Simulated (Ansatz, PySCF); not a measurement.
(Z)-1-bromo-2-chloro-1,2-difluoroethene (C2BrClF2), SMILES Br/C(F)=C(\Cl)F.

Coordinates come from a TPSSh-D3(BJ)/def2-SVP optimisation.

Vertical ionisation energy (IE) and electron affinity (EA) in eV. Rows of orbital energies are one-electron estimates. Where ΔSCF, EOM or ADC give a negative EA the extra electron is unbound and the value depends on the basis.

| level | IE | EA |
|---|---|---|
| −ε(HOMO), −ε(LUMO), ωB97X/def2-TZVP (PySCF) | 9.63 | -1.75 |
| −ε(HOMO), −ε(LUMO), PBE/def2-TZVP (PySCF) | 6.08 | 1.60 |
| ΔSCF, PBE0/def2-SVPD (Ansatz), final states of multiplicity 2 and 2 | 9.61 | -0.72 |
| ΔSCF, PBE/def2-SVPD (Ansatz), final states of multiplicity 2 and 2 | 9.28 | -0.57 |

Q: What vertical singlet–triplet gap does ΔSCF give with PBE0/def2-SVPD (Ansatz, a program for electronic structure) and with PBE/def2-SVPD (Ansatz)? (Estimate from the structure and the level; the computed values follow.)

A: 3.87 and 3.94 eV (triplet above singlet where positive).
